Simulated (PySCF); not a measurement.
Coordinates in bohr (charge 0 multiplicity 4):
```
Co   -0.3277   -0.4719    0.0000
O     1.4650    2.1101    0.0000
H    -2.0490   -2.9512   -0.8007
H    -2.0490   -2.9512    0.8007
```

Level of theory: PySCF, UPBE0, basis Co def2-TZVP, O def2-TZVP, H def2-TZVP (no relativity, density fitting).

This geometry of H₂CoO is a stationary point at this level.

(1) What is the point group?

(2) Is it a minimum?

(3) Give the ideal-gas entropy at 298.15 K and 1 bar by parts.

(4) What is the atomisation energy, with and without zero-point energy?

## Answers

(1) C2v.

(2) Yes: all harmonic wavenumbers are real.

(3) translation 163.0, rotation 69.7, vibration 15.5, spin 11.5; total 259.8 J/(mol K).

(4) 837 kJ/mol without, 796 kJ/mol with.

Only a few start shapes were tried, so a lower isomer may exist. Other spin states or occupations of the open shell can lie lower.
